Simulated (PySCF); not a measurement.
Converging SnB in the basis (CCSD)

PySCF, UHF reference; quartet, unpaired electrons σ ↑, π ↑↑; De to Sn + B without counterpoise correction. Frozen cores follow the default of each basis and core potential.

```csv
basis,relativity,functions,Re (Å),ωe (cm⁻¹),De (eV),frozen orbitals
cc-pVDZ-PP/cc-pVDZ,scalar-relativistic core potentials,37,2.214,528,2.08,5
def2-SVP,scalar-relativistic core potentials,40,2.196,549,2.17,5
x2c-SVPall,spin-free X2C,50,2.192,552,2.21,19
aug-cc-pVDZ-PP/aug-cc-pVDZ,scalar-relativistic core potentials,55,2.215,525,2.12,5
x2c-TZVPPall,spin-free X2C,91,2.177,552,2.28,19
```

How does each smaller set differ from the one with most functions, x2c-TZVPPall?

cc-pVDZ-PP/cc-pVDZ: +3.7 pm, -4.3 % in ωe, -0.20 eV in De; def2-SVP: +1.9 pm, -0.5 % in ωe, -0.11 eV in De; x2c-SVPall: +1.5 pm, +0.0 % in ωe, -0.07 eV in De; aug-cc-pVDZ-PP/aug-cc-pVDZ: +3.8 pm, -4.9 % in ωe, -0.16 eV in De. All at CCSD; the set with most functions is neither the basis-set limit nor always the best. The rows treat relativity differently, so the differences are not basis effects alone.

Correlated steps freeze the inner cores (5 to 19 orbitals); shallow outer-core shells are correlated. Correlated levels converge slowly with the basis: in double zeta they bind strong bonds too weakly, by up to about 1 eV, and carry superposition errors of some tenths. These are scalar-relativistic numbers at best; spin–orbit coupling would shift them, the dissociation energy most. The state was picked by a PBE0 search and need not be the measured ground state.
